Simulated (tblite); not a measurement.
Give a GFN2-xTB geometry of `N([Si@@H](NC)N)CC#C`.

```xyz
19
C4H11N3Si angstrom
C     -3.6891    0.5529    1.2492
C     -2.9969   -0.1339    0.5547
C     -2.0854   -0.9723   -0.2063
N     -0.7348   -0.9520    0.3068
Si     0.3561    0.2859   -0.1777
N      0.4011    0.1854   -1.9007
N      1.8279   -0.1656    0.6022
C      3.0648    0.5116    0.3128
H     -4.3191    1.1604    1.8282
H     -2.0497   -0.6172   -1.2381
H     -2.4665   -2.0035   -0.1991
H     -0.7044   -1.2493    1.2700
H     -0.0659    1.6759    0.0673
H      0.5104   -0.7290   -2.3108
H      0.9681    0.8493   -2.4011
H      1.7865   -0.4526    1.5676
H      3.9151   -0.1376    0.5351
H      3.0855    0.7576   -0.7467
H      3.1866    1.4431    0.8791
```

Any rigid rotation of these coordinates is as good. Atoms count from 1 in this order. Si5 (SiH silicon) is distorted tetrahedral (angles from 103.0° to 116.8°). Of the pairs four or more bonds apart, N6···H10 is among the closest relative to their van der Waals radii: 2.66 Å, 97 % of the sum of Bondi's values. The 2 C–C bonds span 1.197 Å (C1≡C2, drawn triple) to 1.454 Å (C2–C3, drawn single), a spread of 0.257 Å. N7 (silicon-bound nitrogen) has angles 121.3°, 118.2° and 111.2°, sum 350.6°, 0.24 Å off the plane of its three neighbours.

Bonds between heavy atoms (Å): C1≡C2 1.197, C2–C3 1.454, C3–N4 1.445, N4–Si5 1.720, Si5–N6 1.726, Si5–N7 1.726, N7–C8 1.440.

Computed geometry: GFN2-xTB, gas phase.

Point group: C1 (no symmetry element, even within 0.4 Å). Its GFN2-xTB frequencies are all real (lowest 41 cm⁻¹). One conformer, not necessarily the lowest (C2–C3–N4–Si5 -85°, C3–N4–Si5–N6 -57°, N4–Si5–N6–H -47° and 178°, N4–Si5–N7–C8 171°).
